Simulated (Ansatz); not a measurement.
Reaction (SMILES): [F][Sn]([F])[F] → [F][Sn]([F])[F] as singlet, charge +1 + e-
Geometries: B3LYP-D3(BJ)/def2-TZVP minima from Ansatz (a quantum-chemistry and plane-wave program).

Wanted: adiabatic ionisation energy (electronic energy difference), in eV. Cores are frozen in the correlated levels unless marked. UHF or UKS for open shells. Spin-orbit coupling is left out. The frozen core is the preceding noble-gas configuration, with the filled d and f shells of earlier blocks. In def2 rows, elements after Kr have scalar-relativistic effective core potentials. STO-3G rows are all-electron and non-relativistic. CBS(X,Y): correlation extrapolated as X^-3; Hartree-Fock from the larger set. The bracket is a focal-point correction in the basis named.

```csv
level,program,adiabatic ionisation energy (eV)
B97M-V/def2-TZVPD,Ansatz,9.99
PBE0/STO-3G,Ansatz,5.19
CAM-B3LYP-D3(BJ)/def2-TZVPD,Ansatz + dftd3,10.36
B2GP-PLYP-D3(BJ)/def2-TZVPD,Ansatz + dftd3,10.03
RI-MP2/def2-TZVPPD,Ansatz,9.76
RI-MP2/def2-QZVPPD,Ansatz,9.76
"RI-MP2/CBS(def2-TZVPP,def2-QZVPP)+[CCSD(T)-MP2]/def2-TZVPP",Ansatz,9.88
```
